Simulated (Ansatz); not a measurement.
Program: Ansatz. Geometries: PBE0-D4/def2-TZVP. ΔE: electronic, gas phase. CBS: MP2 limit from def2 TZ/QZ plus the TZ coupled-cluster correction, frozen cores. This one scheme is used for every species. Functionals use def2-TZVPP. For Br outer-core shells are correlated without core-valence functions, which leaves a few kJ/mol of doubt a bond. Scalar relativity is left out up to krypton. Each species was taken in one conformer, which may not be the lowest.

Reaction (ligand exchange at the Si–O bond): `CO[SiH](O)Br` + `C=N` → `C=N[SiH](O)Br` + CH₃OH

```csv
level,ΔE (kcal/mol)
B2PLYP,15.8
r2SCAN,15.6
CCSD(T)/def2-TZVPP,16.2
HF/CBS(def2),16.8
```

(1) What does CCSD(T)/CBS give? (Best estimate.)

Largest T1 diagnostic among the species: 0.012.

## Answers

(1) Ansatz gave: +15.9 kcal/mol. The listed levels differ from it by -0.1, -0.3, 0.3, 0.9 kcal/mol.
